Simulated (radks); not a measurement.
Values are calculated unless marked as measured or tabulated.
All-electron atom: K14+ in [He] 2s2 2p1. Level of theory: Dirac Kohn-Sham, BLYP, spin-unpolarised, spherical densities, point nucleus; open shells are shared between the two j in proportion to 2j + 1; speed of light set to 411.108 atomic units (3 times the physical value, a model run) (a radial shooting solver on a logarithmic mesh with Libxc functionals).

Normalised radial functions P(r) = r R(r) (large component), r in bohr:

```
   r/bohr * 2p3/2 (the largest magnitude, 1.78, reaches the edge; | marks zero)
 0.007665 *
 0.009287 |*
  0.01134 |*
  0.01374 |*
  0.01665 | *
  0.02018 |  *
  0.02465 |   *
  0.02986 |    *
  0.03618 |      *
  0.04384 |         *
  0.05312 |             *
  0.06489 |                 *
  0.07862 |                       *
  0.09526 |                             *
   0.1154 |                                    *
    0.141 |                                           *
   0.1708 |                                                 *
    0.207 |                                                     *
   0.2508 |                                                      *
   0.3039 |                                                   *
   0.3712 |                                           *
   0.4497 |                                 *
   0.5449 |                      *
   0.6603 |            *
   0.8064 |     *
   0.9771 | *
    1.184 |*
```

2p3/2: eigenvalue -818.30 eV, 0 radial nodes, <r> = 0.302 bohr, 90 % of the charge inside 0.486 bohr.
